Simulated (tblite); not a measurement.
C₈H₅ClN₂S.
Bonds: Cl1–C2, C2–C3 (aromatic), C3–N4 (aromatic), N4–C5 (aromatic), C5–C6, C6–C7 (aromatic), C7–C8 (aromatic), C8–C9 (aromatic), C9–S10 (aromatic), C5–C11 (aromatic), C11–N12 (aromatic), C2–N12 (aromatic), C6–S10 (aromatic). Hydrogens: H13 on C3; H14 on C7; H15 on C8; H16 on C9; H17 on C11.

Structure optimised with GFN2-xTB, isolated species.

(1) What internal coordinates does the optimisation give?

Results:

(1) 
```tsv
bond	length (Å)	order
Cl1–C2	1.716	single
C2–C3	1.395	aromatic
C3–N4	1.314	aromatic
N4–C5	1.341	aromatic
C5–C6	1.439	single
C6–C7	1.372	aromatic
C7–C8	1.405	aromatic
C8–C9	1.361	aromatic
C9–S10	1.714	aromatic
C5–C11	1.402	aromatic
C11–N12	1.318	aromatic
C2–N12	1.321	aromatic
C6–S10	1.738	aromatic
C3–H13	1.080	single
C7–H14	1.074	single
C8–H15	1.075	single
C9–H16	1.072	single
C11–H17	1.081	single
```

Orders are formal, as drawn. A selection of angles:
```tsv
angle	degrees
Cl1–C2–C3	121.2
Cl1–C2–N12	117.0
C3–C2–N12	121.8
C2–C3–N4	120.8
C3–N4–C5	118.4
N4–C5–C6	117.1
N4–C5–C11	119.8
C6–C5–C11	123.1
C5–C6–C7	127.0
C5–C6–S10	122.0
C7–C6–S10	111.0
C6–C7–C8	112.9
C7–C8–C9	112.6
C8–C9–S10	112.4
C6–S10–C9	91.0
C5–C11–N12	121.8
C2–N12–C11	117.4
```

Dihedral angles: N4–C5–C6–C7 0° (synperiplanar).

The C–C distances run from 1.361 Å (C8–C9, aromatic) to 1.439 Å (C5–C6, drawn single), a spread of 0.078 Å. N4 (pyridine-type nitrogen) is bent (angle 118.4°). The 12 heavy atoms lie in one plane (0.001 Å rms). The C–S distances run from 1.714 Å (C9–S10, aromatic) to 1.738 Å (C6–S10, aromatic), a spread of 0.024 Å. The 6-membered ring C2–C3–N4–C5–C11–N12 has internal angles of 117.4° to 121.8°; it is planar, 0.00 Å rms from its mean plane, widest ring torsion 0°. The 5-membered ring C6–C7–C8–C9–S10 has internal angles of 91.0° to 112.9° (sum 540°, against 540° for a flat polygon); it is planar, 0.00 Å rms from its mean plane, widest ring torsion 0°. The 4 C–N bonds span 1.314 Å (C3–N4, aromatic) to 1.341 Å (N4–C5, aromatic), a spread of 0.027 Å.

Point group: Cs (every atom within 0.08 Å of its image). Its GFN2-xTB frequencies are all real (lowest 47 cm⁻¹). The numbers are those of one conformer. 3 starts were optimised and ended at 0.00, 0.00 and 0.57 kcal/mol (GFN2-xTB); the lowest of these is shown.

All values are computed, not measured.
